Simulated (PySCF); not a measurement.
C5H3FOS.
Numbering: `[O:1]=[C:2]([F:3])[c:4]1[cH:5][cH:6][cH:7][s:8]1` (hydrogens: H9 on C5; H10 on C6; H11 on C7)

Theory: PBE0-D3(BJ)/def2-SVP geometry optimisation, gas phase in PySCF.

(1) What internal coordinates does the optimisation give?

Results:

(1) 
```
  bond  length (Å)
 O1=C2       1.187
 C2–F3       1.342
 C2–C4       1.457
 C4–C5       1.380
 C5–C6       1.414
 C6–C7       1.376
 C7–S8       1.707
 C4–S8       1.725
 C5–H9       1.090
C6–H10       1.090
C7–H11       1.090
```

A selection of angles:
```
    angle  degrees
 O1–C2–F3    121.1
 O1–C2–C4    127.7
 F3–C2–C4    111.2
 C2–C4–C5    128.7
 C2–C4–S8    119.5
 C5–C4–S8    111.8
 C4–C5–C6    112.2
 C4–C5–H9    122.6
 C6–C5–H9    125.2
 C5–C6–C7    112.1
C5–C6–H10    124.5
C7–C6–H10    123.5
 C6–C7–S8    112.6
C6–C7–H11    127.5
S8–C7–H11    119.8
 C4–S8–C7     91.3
```

Torsions: O1–C2–C4–C5 179° (antiperiplanar).

Of the pairs four or more bonds apart, F3···H9 is among the closest relative to their van der Waals radii: 2.60 Å, 97 % of the sum of Bondi's values. The 8 heavy atoms lie in one plane (0.006 Å rms). The C–C distances run from 1.376 Å (C6–C7, aromatic) to 1.457 Å (C2–C4, drawn single), a spread of 0.081 Å. The 5-membered ring C4–C5–C6–C7–S8 has internal angles of 91.3° to 112.6°; it is planar, 0.00 Å rms from its mean plane, widest ring torsion 0°.

Point group: Cs (tolerance 0.08 Å). Not checked by PBE0-D3(BJ)/def2-SVP frequencies. One conformer, not necessarily the lowest.

On Arm Neoverse V2, one thread, shared host with 192 logical CPUs at a one-minute load of 89, this took 74 s of wall time and 0.51 GiB of memory at its peak. This is the geometry optimisation.
